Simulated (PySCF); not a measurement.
# Exercise with solution: chemical shift, span and skew from a shielding tensor

B(H)(Cl)(Et) (C2H6BCl), SMILES C(C)BCl. Atoms are numbered in the order given.

```xyz
10

B     -0.5021     0.2542    -0.0416
H     -1.5444     0.5933    -0.5434
Cl     0.1533     1.3410     1.1833
C      0.2095    -1.0891    -0.3910
C     -0.0768    -1.6522    -1.7893
H     -0.1812    -1.7921     0.3784
H      1.2922    -1.0326    -0.1858
H      0.3285    -0.9947    -2.5754
H     -1.1595    -1.7461    -1.9704
H      0.3731    -2.6477    -1.9301
```

Coordinates come from a B3LYP-D3(BJ)/def2-SVP optimisation. The values are those of a single conformer.

GIAO shieldings from PySCF with KT2/pcSseg-1, non-relativistic, no solvent. The symmetric part of the tensor of C4 has the principal values 133.5, 157.0, 169.8 ppm. The same nucleus in TMS has σ = 185.1 ppm at this level (PySCF, at its B3LYP-D3(BJ)/def2-TZVP geometry). Without spin–orbit terms, shifts of atoms bonded to Cl or Br come out too high.

**Question.** Work out the isotropic shielding, the ¹³C shift against TMS, the span and the skew.

**Answer.** 
σ(iso) = (σ11 + σ22 + σ33)/3 = 153.4 ppm. δ = σ(ref) − σ(iso) = 185.1 − (153.4) = 31.7 ppm.
Span Ω = σ33 − σ11 = 36.3 ppm. Skew κ = 3(σ(iso) − σ22)/Ω = -0.29. Tumbling in solution averages the tensor to δ; in a static solid the shielding alone would spread this spin-1/2 line over Ω.
